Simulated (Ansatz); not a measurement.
Saddle point of SnH₇OF, closed shell (SnH₄ + H₂O + HF → SnH₃F ([F][SnH3]) + H₂O + H₂; bonds formed: Sn1–F7, H2–H8, H6–O9; bonds broken: Sn1–H2, H6–F7, H8–O9), PBE0-D4/def2-TZVP structure:

```
10
angstrom
Sn -0.8319 1.1793 -0.1472
H -0.2533 -0.4760 -1.0181
H -1.7343 1.2393 -1.6303
H -1.9936 1.0474 1.0884
H 0.2423 2.4951 -0.2002
H 1.1649 -0.8134 0.7821
F 0.5305 0.3018 1.2635
H 0.4339 -1.0179 -0.6340
O 1.3669 -1.5536 0.0733
H 1.0746 -2.4018 0.4227
```

Energies are electronic, without zero-point energy. Barriers and step energies count from the start structure reached by relaxing down the imaginary mode; all methods use the PBE0-D4 structures, on which another method's saddle can fall below an end. Program: Ansatz 0.2.0. Basis: def2-TZVPP, with def2-QZVPP for the basis limit. Cores are frozen in the correlated methods. Filled d shells of the heavier atoms are correlated. Core potentials replace the inner electrons of the atoms past krypton. The def2 sets are not built for correlating such inner shells, so the correlated values are less sure here. B3LYP uses VWN-RPA correlation. Extrapolation: Hartree–Fock as exp(−7.88 √X), correlation as X^−2.97.

| method | barrier (kcal/mol) | step energy (kcal/mol) |
| --- | --- | --- |
| SPW92 | 16.54 | 4.06 |
| PBE-D4 | 23.04 | -1.80 |
| BLYP-D4 | 24.36 | -4.79 |
| r2SCAN-D4 | 24.48 | -3.83 |
| B97M-V | ? | -3.56 |
| PBE0-D4 | ? | -0.43 |
| B3LYP-D4 | 28.75 | -3.21 |
| r2SCAN0-D4 | 29.51 | -1.87 |
| BHLYP-D4 | 34.40 | -2.53 |
| CAM-B3LYP-D4 | 30.05 | -2.46 |
| wB97X-V | 31.56 | -3.47 |
| wB97M-V | 31.79 | -2.82 |
| B2PLYP | 31.55 | -3.04 |
| PBE-QIDH | ? | -0.62 |
| RPA on PBE | 34.50 | -2.39 |
| HF | 47.37 | -3.44 |
| MP2 | 34.30 | -1.97 |
| CCSD | 37.87 | -0.96 |
| CCSD(T) | 35.23 | -1.26 |

Problem. Fill in the withheld barriers. (Judge from chemistry; the value comes from the calculation.)

Solution. Computed: PBE0-D4 28.76; B97M-V 27.62; PBE-QIDH 33.04 kcal/mol. Each is the energy of the saddle less that of the start structure, by the same method.

For comparison, the barrier by CCSD(T) at an estimated basis limit (MP2 extrapolated from triple and quadruple zeta, plus CCSD(T) − MP2 in triple zeta) is 32.53 kcal/mol.

The T1 diagnostic stays at or below 0.014.

Labels in which every atom is bracketed show which atoms are joined, not bond orders.

For scale, one of the runs: CCSD(T)/def2-TZVPP, 210 basis functions, launched by `ansatz run in.yaml --threads 4 --pin off --events-out ev --progress --plain --max-ram 9574MiB`. Time: 87 s of wall clock on 4 CPU threads of an Arm Neoverse V2; the host was shared. Peak host memory: 3.4 GiB.
